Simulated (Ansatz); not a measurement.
Abridged output of a molecular run in Ansatz:

```
Functional definition: HF
1673 factors; integrals over basis functions are off by at most 1.2e-3 eV
mean field evaluation 1: about -19338.6724 eV, gradient 4.4e1 eV
mean field evaluation 2: about -19338.8483 eV, gradient 4.4e1 eV
mean field evaluation 4: about -19343.3860 eV, gradient 4.0e0 eV
mean field evaluation 8: about -19343.4516 eV, gradient 2.3e-1 eV
mean field -19343.45190642 eV, -710.8587460984 hartree, gradient 6.8e-6 eV, S^2 0.000000; 0 other end points of the search recorded, 0 dependent functions left out
13 core orbitals not correlated: weight in the atoms' cores, before any rotation towards them, 1.000 or more for the frozen orbitals, at most 0.000 for the correlated occupied ones
reference -19343.45190642 eV, -710.8587460984 hartree; 15, 15 occupied and 261, 261 virtual orbitals, 1673 factors
second order -22.02177558 eV of doubles, -0.00000000 eV of singles
cycle   1  -22.80853840 eV  change   -7.9e-1 eV  update   9.8e-2
cycle   2  -23.34297339 eV  change   -5.3e-1 eV  update   2.9e-2
cycle   3  -23.45281356 eV  change   -1.1e-1 eV  update   1.4e-2
cycle   4  -23.44551711 eV  change    7.3e-3 eV  update   3.1e-3
cycle   5  -23.44386856 eV  change    1.6e-3 eV  update   1.2e-3
cycle   6  -23.44404996 eV  change   -1.8e-4 eV  update   3.7e-4
cycle   7  -23.44391759 eV  change    1.3e-4 eV  update   1.4e-4
cycle   8  -23.44385169 eV  change    6.6e-5 eV  update   4.8e-5
cycle   9  -23.44385385 eV  change   -2.2e-6 eV  update   2.1e-5
perturbative correction -0.79617147 eV, -0.0292587618 hartree
Total energy: -19367.69193174 eV, -711.7495505983 hartree
```

Its atoms:

```xyz
13

C    -2.263    0.108   -0.550
Al   -0.541    1.020   -0.560
C     1.133    0.001   -0.513
Si    1.625   -0.665    1.127
F     2.990   -1.505    1.043
H    -2.899    0.445   -1.375
H    -2.174   -0.979   -0.613
H    -2.810    0.342    0.371
H    -0.462    2.607   -0.607
H     1.941    0.636   -0.893
H     1.012   -0.852   -1.194
H     1.859    0.430    2.105
H     0.589   -1.588    1.659
```

**Question.** Which basis set was used?
A. def2-TZVPP
B. def2-SVP
C. cc-pV(D+d)Z
D. def2-SVPD

**Answer.** A. It gives 289 functions.

**Question.** Write the keys of the input that set method, charge and spin (a neutral closed shell needs none for the last two).

**Answer.** 
```yaml
correlation: {method: ccsd_t}
```
